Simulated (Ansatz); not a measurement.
`CO[SiH2]S[SiH](F)F` + BH₃ → `B[SiH2]OC` + `F[SiH](F)S`  (formal exchange of groups at the Si–S bond)

Program: Ansatz. Geometries: PBE0-D4/def2-TZVP. ΔE: electronic, gas phase. CCSD(T)/CBS adds triple-zeta CCSD(T) − MP2 to the extrapolated MP2 energy (def2 sets, frozen cores). This one scheme is used for every species. One conformer a species, not always the lowest.

| species | MP2/CBS(def2) energy (Eh) |
| --- | --- |
| `CO[SiH2]S[SiH](F)F` | -1292.48622 |
| BH₃ | -26.52763 |
| `B[SiH2]OC` | -431.21838 |
| `F[SiH](F)S` | -887.75446 |

Work out ΔE.

ΔE = (-431.21838) + (-887.75446) − (-1292.48622) − (-26.52763) = 0.04101 Eh = +1.12 eV. CCSD(T)/CBS gives +0.98 eV.

Largest T1 diagnostic among the species: 0.012.

The D4 term adds +0.15 eV with B3LYP and +0.09 eV with PBE0; it sums over pairs of atoms, weighted by their polarisabilities, and B3LYP, whose exchange is more repulsive, gets the larger term. From PBE to PBE0 (25 % exact exchange), in def2-TZVPP and without D4, ΔE moves by +0.07 eV.

B3LYP here is the variant with VWN-RPA as its local correlation; programs differ in this.
